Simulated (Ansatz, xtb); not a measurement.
# CH6B2N+: where a starting geometry ends

The starting geometry of this gas-phase singlet was built from a drawn formula by distance geometry and a force field; its bonds are those of `B1CB[NH2+]1`.

```xyz
10

C     0.7441    0.1743    1.1412
B     0.3217   -0.4955    2.5700
B    -0.7064    0.8413    0.9875
N    -1.0116    0.1417    2.3369
H     0.8625   -1.2077    3.3177
H     1.4872    0.9773    1.2859
H     0.9678   -0.5579    0.3716
H    -1.2389    1.4854    0.1871
H    -1.7765   -0.5966    2.2029
H    -1.2319    0.8308    3.0743
```

Predict what becomes of its bonds when it is optimised with r2SCAN-D4/def2-SVP.

It keeps its bonds, and is `B1CB[NH2+]1`.

The energy falls by 1.41 eV over 13 steps:

| step | E − E(last) (eV) |
| --- | --- |
| 1 | 1.410 |
| 2 | 0.420 |
| 4 | 0.252 |
| 5 | 0.241 |
| 6 | 0.190 |
| 8 | 0.115 |
| 9 | 0.018 |
| 10 | 0.003 |
| 12 | 0.000 |
| 13 | 0.000 |

Final geometry (Å):

```xyz
10

C     0.8474    0.2205    1.1155
B     0.2680   -0.5950    2.2925
B    -0.6493    0.5628    0.9454
N    -1.0052    0.3037    2.4484
H     0.3814   -1.6652    2.8079
H     1.2167    1.1351    1.6494
H     1.5751   -0.0844    0.3580
H    -1.4711    0.6734    0.0873
H    -1.9130   -0.0874    2.7304
H    -0.8319    1.1298    3.0404
```

From the same start GFN2-xTB reaches the same bonding as this run.

No frequencies were run, so the end isn't proven a minimum. Run with Ansatz 0.2.0, 10 s on 2 threads of Intel(R) Xeon(R) 6975P-C (Granite Rapids), with other jobs on the host.
